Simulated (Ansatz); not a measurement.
```yaml
crystal:
  periodic: [false, false, false]
  atoms:
    - {symbol: N, position_ang: [-0.830085, 1.139876, 0.845381]}
    - {symbol: Nb, position_ang: [-0.147256, 0.292095, -0.508894]}
    - {symbol: N, position_ang: [0.811201, -1.121049, 0.373061]}
    - {symbol: Cl, position_ang: [-1.888953, -0.650579, -1.818541]}
    - {symbol: Cl, position_ang: [1.287405, 1.679298, -1.700065]}
    - {symbol: H, position_ang: [-1.328528, 1.691258, 1.547582]}
    - {symbol: H, position_ang: [0.891991, -1.312244, 1.310796]}
    - {symbol: H, position_ang: [1.359073, -1.819792, -0.182013]}
basis:
  gaussian: {orbitals: x2c-TZVPPall}
magnetization: {spin_polarized: true, initial_magnetization: 1}
hamiltonian: {xc: {name: B2GP-PLYP}}
scf: {lower_state_search: off}
output: {forces: true}
```

```sh
$ ansatz run in.yaml --threads 4 --pin off --events-out ev --progress --plain --max-ram 10444MiB
```

Shortened log:

```
Error: a molecule whose nuclei and cores have a total charge of 92 cannot have a net charge of 0 together with 1 unpaired electrons
```

(1) Something in this input is off. What?

Results:

(1) The number of unpaired electrons doesn't fit the electron count. The input was rejected before any iteration.
